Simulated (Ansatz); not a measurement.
`[F][In]([F])[F]` + `CCO` → `CC[O][In]([F])[F]` + H–F at 400 K and 1 bar (ligand exchange at the In–F bond).

Computed with Ansatz on PBE0-D4/def2-TZVP structures; ΔE is electronic, products minus reactants. CCSD(T)/CBS adds triple-zeta CCSD(T) − MP2 to the extrapolated MP2 energy (def2 sets, frozen cores). This one scheme is used for every species. def2 core potentials past Kr. For In outer-core shells are correlated without core-valence functions, which leaves a few kJ/mol of doubt a bond. Each species was taken in one conformer, which may not be the lowest.

```csv
species,CCSD(T)/CBS energy (Eh),H − E (kJ/mol),S (J/(mol·K))
`[F][In]([F])[F]`,-489.26665,37.3,331.1
`CCO`,-154.88256,231.6,290.7
`CC[O][In]([F])[F]`,-543.74993,230.5,438.8
H–F,-100.39570,36.5,182.2
```

H − E and S are ideal-gas, rigid-rotor, harmonic terms from PBE0-D4/def2-TZVP, for one conformer and one mirror image of each species. 1 Eh = 2625.50 kJ/mol, R = 8.31446 J/(mol·K).

Problem. By hand: ΔE, ΔH, ΔS and ΔG.

Solution. ΔE = (-543.74993) + (-100.39570) − (-489.26665) − (-154.88256) = 0.00358 Eh = 9.4 kJ/mol. Δ(H − E) = 230.5 + 36.5 − 37.3 − 231.6 = -1.9, so ΔH = 7.5 kJ/mol. ΔS = 438.8 + 182.2 − 331.1 − 290.7 = -0.8 J/(mol·K). ΔG = 7.5 − 400 × (-0.8)/1000 = 7.8 kJ/mol.

Problem. By hand: the equilibrium constant, and the temperature at which ΔG would vanish if ΔH and ΔS stayed fixed.

Solution. log₁₀ K = −ΔG/(RT ln 10) = -1.0. ΔH and −TΔS have one sign here, so there is no such temperature. One of them is within its doubt of zero, so this could turn.

The number of gas molecules stays the same, so ΔS is small and ΔH decides. A doubt of 5 kJ/mol in ΔE shifts log₁₀ K by 0.7 here. Other conformers and mirror images would add mixing entropy, several J/(mol·K) or more a flexible species. Modes under 60 cm⁻¹, often nearly free rotors, make the harmonic entropy too high. These are equilibria of isolated gas molecules and say nothing of rates. Largest T1 diagnostic: 0.018 (customary marks: 0.02 for closed shells, 0.045 for open ones).
